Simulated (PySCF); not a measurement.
# Steps of a relaxation of [Ce(PH3)]3+

[Ce(PH3)]3+ (singlet in the valence; each metal's 4f electrons, 1 of them, lie in its core potential, out of spins and levels). PySCF 2.14.0, RKS PBE0, Ce lcecp-1-SVP with ECP47, P def2-SVP, H def2-SVP; non-relativistic Hamiltonian with scalar-relativistic core potentials where named; density fitting; no spin-orbit coupling. Origin of the start: template. Columns: position (Å) and force (eV/Å). Energies are counted from the last step; some of the 6 steps are shown. Forces carry noise of the integration grid, about 0.01 to 0.03 eV/Å.

Run from Python with OMP_NUM_THREADS=2. Where DIIS fails, smearing, a level shift and second-order steps follow.
It took 6.9 s on 2 threads of Arm Neoverse V2 (shared host), from the converged density of the start.

```xyz
5
step 0  E = 0.245 eV
Ce    0.0000    0.0000   -0.5970     0.00    0.00   -0.08
P     0.0000    0.0000    2.3905     0.00    0.00    1.35
H     1.2100    0.0000    3.1337     0.65    0.00   -0.42
H    -0.6050    1.0479    3.1337    -0.33    0.56   -0.42
H    -0.6050   -1.0479    3.1337    -0.33   -0.56   -0.42
```

```xyz
5
step 2  E = 0.006 eV
Ce    0.0000    0.0000   -0.5271     0.00    0.00    0.02
P     0.0000    0.0000    2.5092     0.00    0.00    0.40
H     1.3247    0.0000    3.0709    -0.20    0.00   -0.14
H    -0.6624    1.1473    3.0709     0.10   -0.17   -0.14
H    -0.6624   -1.1473    3.0709     0.10    0.17   -0.14
```

```xyz
5
step 3  E = 0.001 eV
Ce    0.0000    0.0000   -0.5196     0.00    0.00    0.02
P     0.0000    0.0000    2.5210     0.00    0.00    0.11
H     1.3235    0.0000    3.0645    -0.08    0.00   -0.04
H    -0.6617    1.1462    3.0645     0.04   -0.07   -0.04
H    -0.6617   -1.1461    3.0645     0.04    0.07   -0.04
```

Where does the relaxation end?

It converges at step 5 in C3v:
```xyz
5
step 5  E = 0
Ce    0.0000    0.0000   -0.5159
P     0.0000    0.0000    2.5244
H     1.3212    0.0000    3.0621
H    -0.6606    1.1442    3.0621
H    -0.6606   -1.1442    3.0621
```

How did the contacts change?


```
     contact  start (Å)  end (Å)
Ce1–P2 (PH3)      2.988    3.040
```


An lcecp potential fixes the number of 4f electrons, so in runs with it no electron can move into or out of that shell.
